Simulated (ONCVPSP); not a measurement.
Br: excitation energies, all-electron against ONCV

| Item | Value |
| --- | --- |
| Element | Br |
| Generator | ONCVPSP 4.0.1 |
| Type | optimised norm-conserving Vanderbilt (ONCV) |
| Functional | PBE |
| Relativity | scalar-relativistic |
| Frozen core | [Ne] |
| Valence charge | 25 |
| Reference configuration | 3s2 3p6 3d10 4s2 4p3.5 (charge +1.5) |
| Partial waves | 3s+4s: rc 0.88 bohr, ncon 4, nbas 7, qcut 12 1/bohr, 2 projectors; 3p+4p: rc 1.08 bohr, ncon 3, nbas 7, qcut 10.1 1/bohr, 2 projectors; 3d: rc 1.08 bohr, ncon 4, nbas 8, qcut 13.5 1/bohr, 3 projectors, debl 3.5 Ha |
| Local potential | polynomial inside 0.64 bohr (lpopt 5, dvloc0 4 Ha) |
| Core correction | none |

Energies are relative to the spin-unpolarised reference configuration 3s2 3p6 3d10 4s2 4p3.5; without spin polarisation the order of configurations can differ from experiment.

```json
{"valence configuration": "3s2 3p6 3d10 4s2 4p5", "charge": "0", "ΔE all-electron (eV)": "-22.590", "error AE − PS (meV)": "+3.3"}
{"valence configuration": "3s2 3p6 3d10 4s2 4p4", "charge": "+1", "ΔE all-electron (eV)": "-10.036", "error AE − PS (meV)": "+1.5"}
{"valence configuration": "3s2 3p6 3d10 4s2 4p2", "charge": "+3", "ΔE all-electron (eV)": "46.708", "error AE − PS (meV)": "-7.9"}
```

(1) What are ΔE and the potential's error for 3s2 3p6 3d10 4s2 4p3?

Results:

(1) ΔE = 12.725 eV all-electron; the error (AE − PS) is -2.0 meV.
